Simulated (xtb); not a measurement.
Job for xtb: GFN1-xTB on BH5O2Si (SMILES OB(O)[SiH3]), a point of a torsion scan.

```
$ xtb mol.xyz --gfn 1 --sp --chrg 0 --uhf 0
9

O     -1.46414787    -1.10399993    -0.12553810
B     -0.69386043    -0.01610114     0.08408021
O     -1.35850150     1.12918299     0.42258334
Si     1.26186641    -0.20052755    -0.11825924
H     -2.40751385    -0.96151589    -0.01471999
H     -0.84309327     1.91783263     0.57793131
H      1.72717430    -1.53790665    -0.48883937
H      1.99387204     0.16310598     1.10988989
H      1.81478905     0.72125118    -1.12869187
```

Task: Predict the final total energy.

Result: -15.4444 hartree.
